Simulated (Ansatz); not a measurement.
Molecular dynamics of BClFH₃O

The input (input.yaml):

```yaml
crystal:
  periodic: [false, false, false]
  atoms:
    - { symbol: B, position_ang: [0.111004, 0.07538, -0.020712] }
    - { symbol: H, position_ang: [0.181075, -0.301977, 1.277915] }
    - { symbol: Cl, position_ang: [1.693338, -0.126653, -0.784318] }
    - { symbol: O, position_ang: [-0.992199, -0.327025, -0.690987] }
    - { symbol: H, position_ang: [-1.825046, -0.181289, -0.233699] }
    - { symbol: F, position_ang: [-0.051826, 1.614946, 0.566002] }
    - { symbol: H, position_ang: [0.083054, 0.743218, 1.3047] }
basis:
  gaussian: { orbitals: def2-SVP }
hamiltonian:
  xc: pbe0
md:
  timestep: 0.5
  n_steps: 200
  ensemble: nve
  temperature: 300.0
  initial_velocities: maxwell_boltzmann
  seed: 8644
```

Run as:

```bash
$ ansatz run input.yaml --threads 2 --pin off --max-ram 3072MiB --backend cpu --events-out ev --progress --plain --runs-dir out
```

It starts at the highest image of a converged band. Of that band: Beside the main top the profile has a ripple of under 15 meV (maxima at images 2, 5), which may be a very shallow well or noise. Neighbouring images differ by up to 2.1 eV, so the band resolves the path poorly. A vibrational analysis at the climbing image gives one clearly imaginary mode, 1138i cm⁻¹: a first-order saddle point.

Output, in part (one step line in 7, the closing report, with atoms numbered from 0):

```
md step     0: t =     0.00 fs  T =   300.0 K  F+E_penalty+E_count = -17995.16338346 eV  E_kin = 0.193890 eV  conserved = -17994.96949346 eV  (25 SCF iters)
md step     7: t =     3.50 fs  T =   230.6 K  F+E_penalty+E_count = -17995.11742082 eV  E_kin = 0.149034 eV  conserved = -17994.96838678 eV  (32 SCF iters)
md step    14: t =     7.00 fs  T =   362.9 K  F+E_penalty+E_count = -17995.20258499 eV  E_kin = 0.234554 eV  conserved = -17994.96803130 eV  (30 SCF iters)
md step    21: t =    10.50 fs  T =   718.1 K  F+E_penalty+E_count = -17995.43099864 eV  E_kin = 0.464103 eV  conserved = -17994.96689603 eV  (31 SCF iters)
md step    28: t =    14.00 fs  T =  1730.1 K  F+E_penalty+E_count = -17996.08641349 eV  E_kin = 1.118139 eV  conserved = -17994.96827492 eV  (30 SCF iters)
md step    35: t =    17.50 fs  T =  2775.6 K  F+E_penalty+E_count = -17996.76438730 eV  E_kin = 1.793842 eV  conserved = -17994.97054548 eV  (30 SCF iters)
md step    42: t =    21.00 fs  T =  2857.5 K  F+E_penalty+E_count = -17996.81684582 eV  E_kin = 1.846825 eV  conserved = -17994.97002122 eV  (30 SCF iters)
md step    49: t =    24.50 fs  T =  2812.0 K  F+E_penalty+E_count = -17996.78747545 eV  E_kin = 1.817395 eV  conserved = -17994.97008040 eV  (30 SCF iters)
md step    56: t =    28.00 fs  T =  3108.7 K  F+E_penalty+E_count = -17996.97983860 eV  E_kin = 2.009146 eV  conserved = -17994.97069248 eV  (30 SCF iters)
md step    63: t =    31.50 fs  T =  2613.6 K  F+E_penalty+E_count = -17996.65918857 eV  E_kin = 1.689159 eV  conserved = -17994.97003000 eV  (30 SCF iters)
md step    70: t =    35.00 fs  T =  2144.7 K  F+E_penalty+E_count = -17996.35657034 eV  E_kin = 1.386101 eV  conserved = -17994.97046884 eV  (26 SCF iters)
md step    77: t =    38.50 fs  T =  2194.1 K  F+E_penalty+E_count = -17996.38759363 eV  E_kin = 1.418051 eV  conserved = -17994.96954288 eV  (30 SCF iters)
md step    84: t =    42.00 fs  T =  2788.2 K  F+E_penalty+E_count = -17996.77268304 eV  E_kin = 1.802013 eV  conserved = -17994.97066975 eV  (30 SCF iters)
md step    91: t =    45.50 fs  T =  2797.1 K  F+E_penalty+E_count = -17996.77580107 eV  E_kin = 1.807776 eV  conserved = -17994.96802481 eV  (30 SCF iters)
md step    98: t =    49.00 fs  T =  2864.3 K  F+E_penalty+E_count = -17996.81808664 eV  E_kin = 1.851179 eV  conserved = -17994.96690728 eV  (30 SCF iters)
md step   105: t =    52.50 fs  T =  3003.3 K  F+E_penalty+E_count = -17996.90955530 eV  E_kin = 1.941012 eV  conserved = -17994.96854329 eV  (30 SCF iters)
md step   112: t =    56.00 fs  T =  2852.5 K  F+E_penalty+E_count = -17996.81292299 eV  E_kin = 1.843587 eV  conserved = -17994.96933565 eV  (30 SCF iters)
md step   119: t =    59.50 fs  T =  2319.0 K  F+E_penalty+E_count = -17996.46800351 eV  E_kin = 1.498793 eV  conserved = -17994.96921060 eV  (30 SCF iters)
md step   126: t =    63.00 fs  T =  1970.7 K  F+E_penalty+E_count = -17996.24257376 eV  E_kin = 1.273671 eV  conserved = -17994.96890280 eV  (32 SCF iters)
md step   133: t =    66.50 fs  T =  2259.6 K  F+E_penalty+E_count = -17996.42877829 eV  E_kin = 1.460383 eV  conserved = -17994.96839528 eV  (30 SCF iters)
md step   140: t =    70.00 fs  T =  2857.8 K  F+E_penalty+E_count = -17996.81788248 eV  E_kin = 1.846971 eV  conserved = -17994.97091184 eV  (30 SCF iters)
md step   147: t =    73.50 fs  T =  2978.9 K  F+E_penalty+E_count = -17996.89690130 eV  E_kin = 1.925272 eV  conserved = -17994.97162930 eV  (30 SCF iters)
md step   154: t =    77.00 fs  T =  2877.4 K  F+E_penalty+E_count = -17996.83032686 eV  E_kin = 1.859694 eV  conserved = -17994.97063253 eV  (30 SCF iters)
md step   161: t =    80.50 fs  T =  3044.5 K  F+E_penalty+E_count = -17996.93831898 eV  E_kin = 1.967685 eV  conserved = -17994.97063375 eV  (30 SCF iters)
md step   168: t =    84.00 fs  T =  2829.8 K  F+E_penalty+E_count = -17996.79761967 eV  E_kin = 1.828921 eV  conserved = -17994.96869854 eV  (30 SCF iters)
md step   175: t =    87.50 fs  T =  2050.6 K  F+E_penalty+E_count = -17996.29260952 eV  E_kin = 1.325309 eV  conserved = -17994.96730066 eV  (31 SCF iters)
md step   182: t =    91.00 fs  T =  1966.0 K  F+E_penalty+E_count = -17996.23865553 eV  E_kin = 1.270622 eV  conserved = -17994.96803305 eV  (31 SCF iters)
md step   189: t =    94.50 fs  T =  2745.7 K  F+E_penalty+E_count = -17996.74345610 eV  E_kin = 1.774522 eV  conserved = -17994.96893431 eV  (30 SCF iters)
md step   196: t =    98.00 fs  T =  3001.0 K  F+E_penalty+E_count = -17996.90863894 eV  E_kin = 1.939540 eV  conserved = -17994.96909917 eV  (26 SCF iters)
md step   200: t =   100.00 fs  T =  2887.6 K  F+E_penalty+E_count = -17996.83670191 eV  E_kin = 1.866249 eV  conserved = -17994.97045250 eV  (26 SCF iters)
Total energy: -17996.83673177 eV, -661.3715511986 hartree
Atom 0 at    -0.027810     0.620557    -0.459511 Å, force     5.178331    -0.730655     0.141354 eV/Å
Atom 1 at     1.111666    -6.652354     7.247166 Å, force    -0.376565     0.552570    -0.664574 eV/Å
Atom 2 at     1.661156    -0.062766    -0.733357 Å, force    -0.835689     0.514950    -0.108862 eV/Å
Atom 3 at    -0.943295    -0.255124    -0.518461 Å, force    -1.918538    -2.447967    -0.722355 eV/Å
Atom 4 at    -1.824160     0.043900    -0.419273 Å, force    -1.641914     0.456463     0.301784 eV/Å
Atom 5 at    -0.041254     1.817802    -0.017317 Å, force    -0.782244     2.207227     0.388093 eV/Å
Atom 6 at     0.796578    -6.189552     6.690395 Å, force     0.376619    -0.552587     0.664560 eV/Å
Dipole moment:    -0.686696     0.113593     0.015068 e Å
```

The run went to its last step. The conserved energy stayed within 0.38 meV per atom of its start (net change -0.14 meV per atom), so the integration is sound. The kinetic energy rose, since the run started high on the potential surface and went downhill. It ends in pieces (BClFHO + H2), so much of that is their flight and rotation, not heat. A run of 0.1 ps of so small a system gives no equilibrium averages. The orbitals stay closed-shell, which can raise the energy where a bond breaks towards radicals; this wasn't checked here.

Between its relaxed ends the band would form B1–F6, H2–H7 and break B1–H2, F6–H7. These pairs go: B1–F6 1.66 → 1.28 Å, H2–H7 1.05 → 0.79 Å, B1–H2 1.35 → 10.66 Å, F6–H7 1.15 → 10.48 Å. In the last frame they stand as after the step (other bonds may differ from the relaxed reactants and products). It ends as BClFHO + H2. Pairs count as bonded within 1.25 times the sum of covalent radii (0.12 Å more for H–H).

Last frame:

```xyz
7
Properties=species:S:1:pos:R:3
B -0.028 0.621 -0.460
H 1.112 -6.652 7.247
Cl 1.661 -0.063 -0.733
O -0.943 -0.255 -0.518
H -1.824 0.044 -0.419
F -0.041 1.818 -0.017
H 0.797 -6.190 6.690
```

Run time: 3 min on 2 threads of Arm Neoverse V2 (shared host), peak memory 0.16 GiB.
